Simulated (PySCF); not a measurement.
# PdH₃⁻, singlet: data card

Method: PBE0/[Pd def2-TZVPD with ECP28, H def2-TZVPD], scalar-relativistic core potentials, density fitting, no spin–orbit coupling, PySCF.

The structure is a minimum.

```xyz
4
charge -1 multiplicity 1, angstrom
Pd    0.0000    0.0000   -0.0152
H     0.0000    0.0000    1.4841
H     1.6608    0.0000    0.0556
H    -1.6608    0.0000    0.0556
```

* Point group: C2v
* Bond lengths: Pd–H 1.499 Å, Pd–H 1.662 Å (×2)
* Bond angles: H–Pd–H 87.6° (×2), H–Pd–H 175.1°
* Highest occupied level: -0.79 eV
* Entropy at 298.15 K and 1 bar: 240.1 J/(mol K)
* Principal polarisabilities: 60.3, 60.4, 84.0 bohr³
* Zero-point energy: 42.6 kJ/mol
* Lowest empty level: 3.23 eV
* Principal quadrupole moments (Buckingham, traceless) about the centre of mass: -12.26, 4.75, 7.51 D Å
* Enthalpy at 298.15 K above 0 K: 11.91 kJ/mol
* Rotational symmetry number: 2
* Rotational constants: 7.491, 3.032, 2.158 cm⁻¹
* Heat capacity Cp at 298.15 K: 48.0 J/(mol K)
* Dipole moment about the centre of mass: 1.89 D

Harmonic modes (masses in u: Pd 105.903, H 1.008):
```csv
symmetry,ω (cm⁻¹),IR (km/mol)
b2,213,376
b1,697,69.6
a1,744,66.4
b2,1472,1288
a1,1798,10.0
a1,2193,166
```

In C2v the vibrations span 2b2 + b1 + 3a1. Here b1 is antisymmetric to the molecular plane and b2 lies in it.

Charges (e); Mulliken and Löwdin values are unreliable with diffuse functions:
```tsv
atom	Mulliken	Löwdin	polar tensor	Mayer order to Pd1
Pd1	-1.15	-0.39	-0.01	–
H2	0.11	-0.16	-0.13	1.06
H3,4	0.02	-0.22	-0.43	0.92
```

Mulliken populations on Pd1 (electrons outside its core potential): s 3.24, p 6.79, d 9.11, f 0.00.

Formally Pd is in oxidation state +2, d8, with 0 unpaired electrons (the high-spin count would be 2). The polar-tensor charge on Pd, -0.01, is far below the formal one.

Stability towards spin polarisation was not tested. Other isomers or separated fragments may lie lower. The lowest empty level of this anion is unbound, so it and the gap depend on the basis.

The final relaxation and frequency run took 25 s on 2 threads of a shared Arm Neoverse N1 host, with 67 basis functions and 11 gradients; the process peaked at 0.82 GiB. Launch command: `OMP_NUM_THREADS=2 python axn.py task.json out`.
